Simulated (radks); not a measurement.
Question: The phosphorus anion P3-, [Ar], held by a Watson sphere: a shell of charge +4.44 at radius R that stands for the Madelung well of a crystal (potential energy -4.44/R inside, -4.44/r outside, in hartree with lengths in bohr). All-electron calculation, scalar-relativistic Kohn-Sham, LDA (Slater exchange, Perdew-Wang correlation), spin-polarised, spherical densities, finite nucleus; Fermi nuclear charge, rms radius of each element as measured or else 0.836 A^(1/3) + 0.57 fm. Program: a radial shooting solver on a logarithmic mesh with Libxc functionals. Response by self-consistent Sternheimer equations with the Hartree and adiabatic LDA kernel, the relativistic mass of each level held fixed and spin-orbit coupling left out. The sphere does not respond.

| R (bohr) | e(2p) (eV) | e(3s) (eV) | e(3p) (eV) | <r> 3p (bohr) | sum of <r^2> (bohr^2) | X-ray form factor at sin(theta)/lambda = 0.1 1/angstrom | alpha (bohr^3) |
|---|---|---|---|---|---|---|---|
| 3.6 | -129.38 | -21.437 | -14.254 | 2.718 | 64.88 | 14.367 | 57.58 |
| 4.15 | -128.26 | -19.421 | -12.357 | 2.921 | 74.08 | 14.077 | 85.57 |
| 4.31 | -127.96 | -18.930 | -11.878 | 2.979 | 76.82 | 14.001 | 95.72 |
| 4.38 | -127.83 | -18.727 | -11.678 | 3.004 | 78.04 | 13.969 | 100.5 |

Estimate the row for R = 2.08 bohr.

Answer: e(2p) (eV) -133.82; e(3s) (eV) -30.735; e(3p) (eV) -21.889; <r> 3p (bohr) 2.090; sum of <r^2> (bohr^2) 40.38; X-ray form factor at sin(theta)/lambda = 0.1 1/angstrom 15.442; alpha (bohr^3) 17.80.
